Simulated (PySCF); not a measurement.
**Si⁺ (silicon, charge +1): BP86 calculation**

Configuration: [Ne] 3s2 3p1, 2P determinant. All numbers are calculated (PySCF 2.14, the non-relativistic Hamiltonian (point nucleus), in def2-SVP (4s3p1d, 18 functions)).

```
Total energy                                                  : -288.9947 hartree
One-electron energy                                           : -395.6674 hartree
Hartree (Coulomb) energy                                      : 127.2312 hartree
Exchange-correlation energy                                   : -20.5586 hartree
Kinetic energy                                                : 288.12075 hartree
⟨S²⟩                                                          : 0.7532
⟨L²⟩                                                          : 2.012
Sum of ⟨r⟩                                                    : 11.20 bohr
Sum of ⟨r²⟩                                                   : 20.08 bohr²
Traceless quadrupole moment −½Σ⟨3z² − r²⟩ along its main axis : -2.76 e·bohr²
Density at the nucleus (Gaussians lack the cusp)              : 1600 bohr⁻³
Spin density at the nucleus                                   : 0.0206 bohr⁻³
Langevin diamagnetic susceptibility                           : -15.9 ×10⁻⁶ cm³/mol
Time after the integrals                                      : 0.07 s of wall time on 1 thread of Neoverse-V2 (shared host)
```

| shell | electrons | mean orbital energy (hartree) | spread (hartree) | rms radius, mean of both spins (bohr) |
| --- | --- | --- | --- | --- |
| 1s α | 1 | -65.85507 | 0 | 0.129 |
| 1s β | 1 | -65.85187 | 0 | 0.129 |
| 2s α | 1 | -5.45901 | 0 | 0.621 |
| 2s β | 1 | -5.45557 | 0 | 0.621 |
| 2p α | 3 | -3.87482 | 0.00847 | 0.604 |
| 2p β | 3 | -3.87026 | 0.01668 | 0.604 |
| 3s α | 1 | -0.71140 | 0 | 2.22 |
| 3s β | 1 | -0.68136 | 0 | 2.22 |
| 3p α | 1 | -0.45130 | 0 | 2.69 |
